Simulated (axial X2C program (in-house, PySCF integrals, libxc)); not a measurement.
## Potential curves of MnF⁺, with spin–orbit coupling

Calculated with an in-house all-electron X2C program for linear molecules (integrals from PySCF). Two-component (2c) means X2C with spin–orbit coupling and atomic mean-field two-electron Coulomb and Gaunt terms. Basis: Mn dyall-cv3z [9s10p6d3f2g], F dyall-av3z [7s6p3d2f] (cores contracted in-house); Gaussian nuclei, density fitting, unrestricted open shells. Masses: Mn 54.938 u, F 18.998 u.

State: Ω = 5/2 (⟨Sz⟩ = 2.50, ⟨Lz⟩ = 0.00 at HF). Energies in eV from the fragments at the same level (Mn+ + F). Fits are polynomials in 1 − R0/R over 0.85 to 1.23 times the lowest point R0.

| R (Å) | MP2 |
| --- | --- |
| 1.5068 | -2.6676 |
| 1.5761 | -3.4151 |
| 1.6281 | -3.7642 |
| 1.6800 | -3.9724 |
| 1.7320 | -4.0703 |
| 1.7926 | -4.0764 |
| 1.8532 | -3.9951 |
| 1.9312 | -3.7990 |
| 2.0264 | -3.4691 |
| 2.1650 | -2.8941 |

Correlated methods: 13 electrons correlated (number of frozen shells: Mn 3 s, 2 p; F 1 s), 261 virtual spin orbitals or spinors in MP2.

The state is one determinant whose occupation by symmetry is held fixed; it was picked as the lowest of a PBE0 search that is not exhaustive. Dissociation energies refer to the lowest single-determinant-based atoms at the same level and basis. With several unpaired electrons one determinant need not be a pure state. This is the top spin component of a Σ state; components of lower Ω are not single determinants and can lie lower. MP2 and coupled cluster on one determinant become unreliable at the stretched end.

(1) What are Re, ωe and De at the MP2 level?

Results:

(1) At MP2, 2c: Re = 1.765 Å, ωe ≈ 723 cm⁻¹, De = 4.09 eV to Mn+ + F; Be follows as 0.383 cm⁻¹.
